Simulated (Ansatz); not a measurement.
`C[Si](C)(C)[Si](C)(C)[Si](C)(C)[Si](C)(C)[Si](C)(C)[Si](C)(C)[Si](C)(C)[Si](C)(C)[Si](C)(C)C`. Charge 0, multiplicity 1. Geometry PBE-D4/def2-SVP.

Cartesian coordinates in Å:
```
C 4.141 2.451 -1.563
Si 5.194 1.130 -0.693
C 7.017 1.384 -1.182
C 4.641 -0.595 -1.274
Si 5.051 1.314 1.655
C 6.427 0.206 2.395
C 5.409 3.119 2.171
Si 3.019 0.573 2.600
C 2.782 -1.272 2.178
C 3.223 0.709 4.500
Si 1.138 1.885 2.010
C 1.703 3.615 1.420
C 0.097 2.160 3.592
Si -0.320 0.994 0.371
C -1.668 2.338 0.164
C 0.548 0.749 -1.312
Si -1.335 -1.052 0.983
C -0.317 -2.539 0.349
C -1.505 -1.204 2.882
Si -3.498 -1.240 0.044
C -4.664 0.099 0.748
C -4.178 -2.947 0.584
Si -3.498 -1.149 -2.317
C -2.074 -2.192 -3.051
C -3.329 0.647 -2.946
Si -5.537 -2.031 -3.121
C -7.014 -1.291 -2.178
C -5.714 -1.604 -4.969
C -5.555 -3.924 -2.934
H 3.064 2.307 -1.346
H 4.276 2.397 -2.664
H 4.425 3.472 -1.236
H 7.145 1.318 -2.283
H 7.384 2.380 -0.857
H 7.669 0.616 -0.718
H 3.560 -0.754 -1.082
H 4.814 -0.718 -2.364
H 5.199 -1.398 -0.749
H 7.427 0.520 2.029
H 6.281 -0.858 2.114
H 6.435 0.268 3.503
H 4.678 3.821 1.723
H 5.361 3.232 3.274
H 6.424 3.424 1.843
H 2.656 -1.425 1.088
H 1.889 -1.686 2.690
H 3.665 -1.861 2.505
H 2.314 0.344 5.023
H 3.395 1.759 4.813
H 4.085 0.103 4.848
H 0.825 4.251 1.184
H 2.288 4.125 2.214
H 2.338 3.551 0.514
H -0.245 1.203 4.033
H 0.694 2.695 4.360
H -0.801 2.774 3.371
H -2.222 2.497 1.112
H -2.402 2.052 -0.616
H -1.214 3.306 -0.132
H -0.156 0.331 -2.061
H 1.405 0.052 -1.228
H 0.928 1.714 -1.708
H -0.170 -2.487 -0.748
H 0.680 -2.583 0.830
H -0.847 -3.488 0.575
H -2.008 -2.156 3.155
H -2.102 -0.369 3.301
H -0.509 -1.192 3.371
H -4.693 0.046 1.856
H -5.698 -0.044 0.372
H -4.334 1.118 0.465
H -4.137 -3.055 1.688
H -5.236 -3.070 0.270
H -3.592 -3.777 0.138
H -2.155 -2.243 -4.157
H -1.085 -1.753 -2.804
H -2.093 -3.229 -2.659
H -2.344 1.082 -2.683
H -3.428 0.680 -4.051
H -4.116 1.299 -2.516
H -7.011 -0.183 -2.229
H -6.990 -1.580 -1.107
H -7.976 -1.648 -2.604
H -6.653 -2.026 -5.386
H -4.867 -2.016 -5.556
H -5.734 -0.507 -5.127
H -6.498 -4.352 -3.334
H -5.466 -4.227 -1.871
H -4.711 -4.385 -3.488
```

Single mean-field runs in def2-SVP, def2-TZVP are fitted with def2-universal-jkfit.

(1) Estimate the orbital energies around the gap (eV) in Ansatz with PBE-D4/def2-SVP, PBE-D4/def2-TZVP, r2SCAN-D4/def2-TZVP, PBE0-D4/def2-SVP, PBE0-D4/def2-TZVP.

Answers

(1) 
| orbital | PBE-D4/def2-SVP | PBE-D4/def2-TZVP | r2SCAN-D4/def2-TZVP | PBE0-D4/def2-SVP | PBE0-D4/def2-TZVP |
| --- | --- | --- | --- | --- | --- |
| HOMO−5 | -6.27 | -6.35 | -6.60 | -7.48 | -7.51 |
| HOMO−4 | -6.17 | -6.25 | -6.50 | -7.37 | -7.40 |
| HOMO−3 | -5.80 | -5.89 | -6.11 | -6.95 | -6.98 |
| HOMO−2 | -5.57 | -5.65 | -5.86 | -6.68 | -6.71 |
| HOMO−1 | -5.34 | -5.41 | -5.61 | -6.41 | -6.43 |
| HOMO | -5.07 | -5.14 | -5.32 | -6.09 | -6.11 |
| LUMO | -0.66 | -0.96 | -0.81 | 0.04 | -0.21 |
| LUMO+1 | -0.56 | -0.86 | -0.68 | 0.15 | -0.10 |
| LUMO+2 | -0.32 | -0.65 | -0.47 | 0.40 | 0.12 |
| LUMO+3 | -0.19 | -0.52 | -0.30 | 0.56 | 0.27 |
| LUMO+4 | 0.06 | -0.35 | 0.02 | 0.84 | 0.42 |
| LUMO+5 | 0.14 | -0.23 | 0.05 | 0.91 | 0.55 |
